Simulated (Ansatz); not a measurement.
C2H3ClOSi, SMILES `OC1=C[SiH]1Cl`, relaxed with RKS PBE0-D4/def2-TZVP in Ansatz 0.2.0 from a PBE-D4/def2-SVP geometry. The force threshold is 0.005 eV/Å; the program also tests the step.

Charge 0, multiplicity 1.

Start:

```xyz
8

O    -0.534    1.572    1.148
C    -0.193    0.493    0.438
C     0.792   -0.451    0.406
Si   -0.424   -0.688   -0.925
Cl   -0.033   -0.196   -2.913
H     0.149    1.721    1.838
H     1.708   -0.690    0.968
H    -1.464   -1.761   -0.959
```

Task: How much energy does the relaxation release, and in how many steps? (Best estimate.)

Result: Ansatz gave: 5.35 kJ/mol, in 5 steps.

Task: Which bonds change most? (Best estimate.)

Result: Computed: Si4–Cl5 from 2.085 to 2.051 Å; C2–Si4 from 1.818 to 1.787 Å; C3–Si4 from 1.818 to 1.789 Å; Si4–H8 from 1.494 to 1.476 Å.

Task: Give the relaxed structure. (An estimate is asked.)

Result: The calculation gave: 
```xyz
8

O    -0.520    1.552    1.141
C    -0.193    0.482    0.425
C     0.780   -0.448    0.394
Si   -0.418   -0.678   -0.915
Cl   -0.032   -0.201   -2.872
H     0.149    1.701    1.823
H     1.679   -0.669    0.956
H    -1.444   -1.738   -0.951
```
